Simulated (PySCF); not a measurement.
A structure optimised at TPSSh-D3(BJ)/def2-TZVP, used in a PySCF frequency run:

```xyz
7

Si     0.0000     0.0000    -1.0595
C      0.0000     0.0000     0.7655
C      0.0000     0.0000     1.9744
H      1.2087     0.6979    -1.5489
H      0.0000    -1.3957    -1.5489
H     -1.2087     0.6979    -1.5489
H      0.0000     0.0000     3.0397
```
Charge 0, spin multiplicity 1.

### Question
Write its SMILES, formula and point group.

### Answer
C#C[SiH3], C2H4Si, C3v

### Question
What are its rotational constants (standard atomic weights)?

### Answer
85.792, 4.8196, 4.8196 GHz
